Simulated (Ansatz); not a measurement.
# Worked example: AlH3 + Ga(SH)3 → AlH2(SH) + GaH(SH)2

Species: AlH3 `[AlH3]`, singlet; Ga(SH)3, singlet; AlH2(SH), singlet; GaH(SH)2, singlet. The partners trade H for SH: Al–H and Ga–SH bonds give way to Al–SH and Ga–H.

Shapes, held fixed at every level: PBE0-D4/def2-TZVP. Flexible molecules stand in one conformer, not always the lowest. Programs: Ansatz 0.2.0. The zero-point and thermal change to 298 K, harmonic and unscaled (PBE0-D4/def2-TZVP), is +1.7 kJ/mol.

At CCSD(T)/def2-TZVPP; 1 Eh = 2625.50 kJ/mol:

```
 species   energy (Eh)
    AlH3   -243.760742
 Ga(SH)3  -3118.590243
AlH2(SH)   -641.558490
GaH(SH)2  -2720.806140
```

Q: Work out ΔH(298 K) of the reaction at this level.

A: 
1. Products less reactants: (-641.558490) + (-2720.806140) − [(-243.760742) + (-3118.590243)] = -0.013645 Eh = -35.8 kJ/mol.
2. With the thermal change: -35.8 + (+1.7) = -34.1 kJ/mol.

Other levels give -44.4 (SPW92/def2-TZVPP) to -30.3 kJ/mol (MP2/def2-SVP). No measured value is set beside it here. Relativity is left out for Ga. Outer-core shells of Ga are correlated, in sets that cover them unevenly.
